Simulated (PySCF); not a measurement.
Vertical excitations of a molecule C5H10O from TDA-M06-2X/def2-SVPD (PySCF), as energy in eV (oscillator strength): 6.91 (0.002), 7.58 (0.039), 7.90 (0.022), 7.99 (0.000), 8.16 (0.006), 8.23 (0.001). Lowest triplet (TDA): 6.73 eV. The structure is a stationary point at B3LYP-D3(BJ)/def2-SVP. One conformer was computed; it need not be the lowest.

### Question
Identify the compound among the candidates.
A) C/C=C/COC
B) CC1(CO)CC1
C) C[C@@H]1C[C@@]1(C)O
D) C=COCCC

### Answer
B, CC1(CO)CC1
